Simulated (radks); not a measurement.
Problem. These are the eigenvalues of the occupied orbitals of an atom or ion with whole-number occupations (eV). Method: scalar-relativistic Kohn-Sham, PBE, spin-polarised, spherical densities, point nucleus; computed with a radial shooting solver on a logarithmic mesh with Libxc functionals.

1s up: -14182.09
1s down: -14181.93
2s up: -1887.615
2s down: -1887.522
2p up: -1671.678
2p down: -1671.517
3s up: -286.9483
3s down: -286.7340
3p up: -218.1752
3p down: -217.9338
3d up: -104.3758
3d down: -104.0796
4s up: -44.4528
4s down: -42.3801
4p up: -29.3536
4p down: -27.2871
5f up: -1.8911

Which element is it, and in what charge state? The configuration may be excited. Open shells, if any, are filled with parallel spins first.

Solution. Z = 36, krypton, charge +1: Kr+ in [Ar] 3d10 4s2 4p4 5f1. The list shows which subshells hold electrons but not how many an open one holds; the 1s level, -521.18 hartree, gives Z - s = 32.3 by -(Z - s)^2/2, which with screening and relativity narrows Z to a few neighbours, and the depths of the outer levels then fix element, charge and occupations together.
